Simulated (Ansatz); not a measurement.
Isolated molecules relaxed with PBE0-D4/def2-TZVP in Ansatz; ΔE leaves out vibrations. CBS: MP2 limit from def2 TZ/QZ plus the TZ coupled-cluster correction, frozen cores. This one scheme is used for every species. DFT in def2-TZVPP. For Se outer-core shells are correlated without core-valence functions, which leaves a few kJ/mol of doubt a bond. Scalar relativity is left out up to krypton. Each species was taken in one conformer, which may not be the lowest.

`Cl[Si]([SeH])([SeH])[SeH]` + HCl → `Cl[Si](Cl)([SeH])[SeH]` + H₂Se  (ligand exchange at the Si–Se bond)

CCSD(T)/CBS gives -0.29 eV.

Question: Another level gave -0.36 eV. Which?
A. PBE0/def2-TZVPP
B. PBE-D4/def2-TZVPP
C. ωB97M-V/def2-TZVPP
D. HF/def2-TZVPP

Answer: C. ωB97M-V -0.36, PBE0 -0.32, HF/def2-TZVPP -0.44, PBE-D4 -0.27 eV.

Largest T1 diagnostic among the species: 0.009.

The D4 term adds +0.06 eV with B3LYP and +0.03 eV with PBE0; it sums over pairs of atoms, weighted by their polarisabilities, and B3LYP, whose exchange is more repulsive, gets the larger term. In def2-TZVPP, CCSD(T) changes the Hartree–Fock value by +0.14 eV (the triples alone add +0.02 eV) and MP2 by +0.16 eV.

B3LYP here is the variant with VWN-RPA as its local correlation; programs differ in this.

CCSD(T)/CBS has its own doubt, a few kJ/mol and more with outer-core shells, so smaller differences from it don't rank the levels.
